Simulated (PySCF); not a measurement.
HgBr at B97-3

Level: B97-3. basis Hg def2-TZVPP with ECP60, Br def2-TZVPP; scalar-relativistic core potentials; PySCF 2.14.

| Property | Result |
| --- | --- |
| state | ²Σ⁺ (doublet), unpaired electrons σ ↑ |
| bond length | 2.594 Å |
| harmonic wavenumber | 160 cm⁻¹ |
| force constant | 0.853 mdyn/Å |
| rotational constant Be | 0.04414 cm⁻¹ |
| anharmonicity ωexe | 0.986 cm⁻¹ |
| vibration–rotation constant αe | 0.000261 cm⁻¹ |
| well depth De to Hg + Br | 74 kJ/mol |
| dissociation energy D0 | 73 kJ/mol |
| bond order (Mayer) | 0.84 |
| dipole moment (positive dipole means Hg(−)Br(+)) | -2.88 D |

These are scalar-relativistic numbers at best; spin–orbit coupling would shift them, the dissociation energy most. The state is the lowest determinant that a PBE0 search found; another state may lie lower at other levels.
